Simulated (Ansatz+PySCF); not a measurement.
Results of a calculation; reference values are marked as such.
**Several solutions for singlet BeH₂**

| atom | x (Å) | y (Å) | z (Å) |
| --- | --- | --- | --- |
| H | 0.0000 | 0.0000 | -1.2320 |
| Be | 0.0000 | 0.0000 | 0.0000 |
| H | 0.0000 | 0.0000 | 1.2320 |

Basis set: def2-SVP (spherical functions). Charge 0, multiplicity 1.

CASSCF(4,6) was run from several starts with Ansatz (development build ahead of 0.2.0) and PySCF 2.14.0. The starts are those of the Hartree–Fock orbitals from which the active space was taken at the frontier.

```
run  program                        start  converged  energy (hartree)  <S²>
  A   Ansatz      stability test followed        yes         -15.78194  0.00
  B   Ansatz  search for the lowest state        yes         -15.78194  0.00
  C    PySCF             program defaults        yes         -15.77588  0.00
  D   Ansatz      atomic start, no search        yes         -15.77904  0.00
```

Which runs reached the lowest solution of this kind, and what is wrong with the others?

A, B reached the lowest solution found. Converged but too high: C by 0.16 eV, D by 0.08 eV. Convergence only shows a stationary point; in CASSCF the end hangs on which orbitals enter the active space. Caution: other starts end on other solutions of this active space.
